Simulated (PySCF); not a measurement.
Level of theory: PBE-D3(BJ)/def2-TZVP // PBE0-D3(BJ)/def2-TZVP (PySCF). All species are isolated molecules in the gas phase. One relaxed conformer stands for a flexible species; it need not be the lowest. Excitations are Tamm–Dancoff values on a coarser integration grid. The basis has no diffuse functions, so Rydberg states are missing or too high.

Reference species (SMILES): `[SiH2](O)O` (H–O–Si–O torsion 66°, O–Si–O–H torsion 66°) (neutral, multiplicity 1).

* **HOMO**: -7.37 eV
* **HOMO–LUMO gap**: 7.02 eV
* **S1 excitation (TDA)**: 7.13 eV
* **S1–T1 gap (TDA)**: 0.30 eV

After one change: the HOMO increases by 0.04 eV; the HOMO–LUMO gap falls by 0.11 eV; the S1 excitation (TDA) decreases by 0.14 eV; the S1–T1 gap (TDA) drops by 0.10 eV.

### Question
What was changed between the two runs? The new species is one of these.
A. `O[Si](O)(O)O`
B. `O[SiH](O)O`
C. `O[SiH3]`

### Answer
A, `O[Si](O)(O)O`
